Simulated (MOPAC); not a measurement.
A run for MOPAC: PM6 on CdCl, 2S+1 = 2, a spin state set in the input, which need not be the lowest, a point of a bond scan (R = 2.429 Å).

```
PM6 1SCF PRECISE CHARGE=0 UHF MS=0.5 THREADS=1
CdCl

Cd     0.00000000 1     0.00000000 1     0.00000000 1
Cl     0.00000000 1     0.00000000 1     2.42856900 1
```

The log:

```
*******************************************************************************
 **                                                                           **
 **                              MOPAC v23.2.5                                **
 **                                                                           **
 *******************************************************************************
 ** MOPAC's Digital Object Identifier: https://doi.org/10.5281/zenodo.6511958 **
 **                                                                           **
 ** Please cite the open-source release paper for use of this MOPAC version:  **
 ** J. E. Moussa and J. J. P. Stewart (2026)                                  **
 ** MOPAC: An open-source semiempirical molecular orbital program             **
 ** J. Open Source Softw., 11(119), 8025, https://doi.org/10.21105/joss.08025 **
 *******************************************************************************

                              PM6 CALCULATION RESULTS

 *******************************************************************************
 *  PM6        - The PM6 Hamiltonian to be used
 *  UHF        - UNRESTRICTED HARTREE-FOCK CALCULATION
 *
 *
 *
 *                 CHARGE ON SYSTEM = 0
 *
 *
 *
 *  MS=        - IN MECI, MAGNETIC COMPONENT OF SPIN =  0.5
 *  PRECISE    - TIGHTER CRITERIA TO BE USED
 *  1SCF       - DO 1 SCF AND THEN STOP
 *  THREADS=1  - MULTI-THREADING NOT USED
 *  T=         - A TIME OF 172800.0 SECONDS REQUESTED
 *  DUMP=N     - RESTART FILE WRITTEN EVERY 7200.0 SECONDS REQUESTED
 *******************************************************************************
PM6 1SCF PRECISE CHARGE=0 UHF MS=0.5 THREADS=1
 CdCl

   ATOM   CHEMICAL          X               Y               Z
  NUMBER   SYMBOL      (ANGSTROMS)     (ANGSTROMS)     (ANGSTROMS)

     1      Cd          0.00000000  *   0.00000000  *   0.00000000  *
     2      Cl          0.00000000  *   0.00000000  *   2.42856900  *



          CARTESIAN COORDINATES

    NO.       ATOM           X           Y           Z

     1        Cd          0.0000      0.0000      0.0000
     2        Cl          0.0000      0.0000      2.4286

 General Reference for PM6:
 "Optimization of Parameters for Semiempirical Methods V: Modification of NDDO Approximations
 and Application to 70 Elements", J. J. P. Stewart, J. Mol. Mod., 13, 1173-1213 (2007)
 URL: https://link.springer.com/article/10.1007/s00894-007-0233-4

           Empirical Formula: Cd Cl  =     2 atoms



      MOLECULAR POINT GROUP   :   C*v


          UHF CALCULATION, NO. OF ALPHA ELECTRONS =    5
                           NO. OF BETA  ELECTRONS =    4

 -------------------------------------------------------------------------------
 PM6 1SCF PRECISE CHARGE=0 UHF MS=0.5 THREADS=1
 CdCl



     1SCF WAS SPECIFIED, SO BFGS WAS NOT USED
     SCF FIELD WAS ACHIEVED


                              PM6 CALCULATION
                                                       MOPAC v23.2.5 Linux




          FINAL HEAT OF FORMATION =         10.37753 KCAL/MOL =      43.41957 KJ/MOL


          COSMO AREA              =         76.79 SQUARE ANGSTROMS
          COSMO VOLUME            =         57.86 CUBIC ANGSTROMS

          IONIZATION POTENTIAL    =          8.092623 EV
          ALPHA SOMO LUMO (EV)    =         -8.093  1.042
          BETA  SOMO LUMO (EV)    =         -9.983 -1.780
          NO. OF ALPHA ELECTRONS  =          5
          NO. OF BETA  ELECTRONS  =          4
          MOLECULAR WEIGHT        =        147.8630         POINT GROUP:  C*v

          MOLECULAR DIMENSIONS (Angstroms)

            Atom       Atom       Distance
           Cl     2   Cd     1     2.42857
           Cl     2   Cd     1     0.00000
           Cd     1   Cl     2     0.00000


          SCF CALCULATIONS        =          1





   ATOM   CHEMICAL          X               Y               Z
  NUMBER   SYMBOL      (ANGSTROMS)     (ANGSTROMS)     (ANGSTROMS)

     1      Cd          0.00000000  *   0.00000000  *   0.00000000  *
     2      Cl          0.00000000  *   0.00000000  *   2.42856900  *

                             CARTESIAN COORDINATES

   1   Cd        0.000000000     0.000000000     0.000000000
   2   Cl        0.000000000     0.000000000     2.428569000


           Empirical Formula: Cd Cl  =     2 atoms



      MOLECULAR POINT GROUP   :   C*v


          ALPHA EIGENVALUES
 -26.11383 -12.33100 -10.15758 -10.15758  -8.09262   1.04188   1.04188   2.15116
  94.91675  95.07035  95.07035  95.54141  95.54141


           BETA EIGENVALUES
 -25.03062 -11.34114  -9.98321  -9.98321  -1.77977   2.05524   2.05524   4.00347
  95.25282  95.32941  95.32941  95.57484  95.57484


              NET ATOMIC CHARGES AND DIPOLE CONTRIBUTIONS

  ATOM NO.   TYPE          CHARGE      No. of ELECS.   s-Pop       p-Pop       d-Pop
    1         Cd           0.541289        1.4587     1.24338     0.21533
    2         Cl          -0.541289        7.5413     1.99333     5.54776     0.00019
 DIPOLE           X         Y         Z       TOTAL
 POINT-CHG.     0.000     0.000    -6.314     6.314
 HYBRID         0.000     0.000     0.463     0.463
 SUM            0.000     0.000    -5.851     5.851


          ATOMIC ORBITAL ELECTRON POPULATIONS

     Atom    s        px        py        pz      x^2-y^2     xz        z^2       yz        xy
    1 Cd   1.24338   0.01513   0.01513   0.18506
    2 Cl   1.99333   1.98484   1.98484   1.57808   0.00000   0.00003   0.00014   0.00003   0.00000


                    (SZ)    =    0.500000
                    (S**2)  =    0.751094


          ATOMIC ORBITAL SPIN POPULATIONS

    Atom   Total    s     px     py     pz   x^2-y^2  xz     z^2    yz     xy
         Atomic
    1 Cd  0.7819  0.682  0.001  0.001  0.097
    2 Cl  0.2181  0.005 -0.001 -0.001  0.216  0.000  0.000 -0.000  0.000  0.000

 **********************
 *                    *
 * JOB ENDED NORMALLY *
 *                    *
 **********************




 == MOPAC DONE ==
```

The run finished.

Cost: very roughly 0.020 core-seconds.
